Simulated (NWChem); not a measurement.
Species: AlH$_{4}$O$_{4}$ anion; SMILES [OH][Al-]([OH])([OH])[OH]

```xyz
9

Al     0.0000     0.0000     0.0000
O      1.5293     0.0000    -0.9342
H      1.8725     0.8784    -1.1172
O      0.0000    -1.5293     0.9342
H      0.8784    -1.8725     1.1172
O      0.0000     1.5293     0.9342
H     -0.8784     1.8725     1.1172
O     -1.5293     0.0000    -0.9342
H     -1.8725    -0.8784    -1.1172
```
Atoms are numbered in this order, from 1.

All runs: NWChem. Pople sets run with spherical d functions. Sets without diffuse functions describe the anion's extra electron poorly. The geometry was optimised at B3LYP/def2-SVPD. Not confirmed as a minimum by frequencies. Level PBE/6-31G*: energy and gradient; each run changes one setting, and changes count from the defaults (medium grid, exact Coulomb integrals, symmetry on).

Problem. Which setting moves the energy most, and by about how much (extra-fine grid; symmetry off; Coulomb fitting, Ahlrichs set; Becke weights; defaults; tight SCF thresholds and tolerances)?

Solution. Coulomb fitting, Ahlrichs set, by about 500 μHa.
```json
[
 {"setting": "defaults", "size of the energy change (μHa)": "< 10", "largest change of a gradient component (μHa/bohr)": "< 30", "time, defaults = 1 (rough)": "about 1"},
 {"setting": "Becke weights", "size of the energy change (μHa)": "< 10", "largest change of a gradient component (μHa/bohr)": "< 30", "time, defaults = 1 (rough)": "about 1"},
 {"setting": "Coulomb fitting, Ahlrichs set", "size of the energy change (μHa)": "500", "largest change of a gradient component (μHa/bohr)": "60", "time, defaults = 1 (rough)": "0.5"},
 {"setting": "tight SCF thresholds and tolerances", "size of the energy change (μHa)": "< 10", "largest change of a gradient component (μHa/bohr)": "< 30", "time, defaults = 1 (rough)": "about 1"},
 {"setting": "extra-fine grid", "size of the energy change (μHa)": "< 10", "largest change of a gradient component (μHa/bohr)": "< 30", "time, defaults = 1 (rough)": "2"},
 {"setting": "symmetry off", "size of the energy change (μHa)": "< 10", "largest change of a gradient component (μHa/bohr)": "other frame", "time, defaults = 1 (rough)": "3"}
]
```
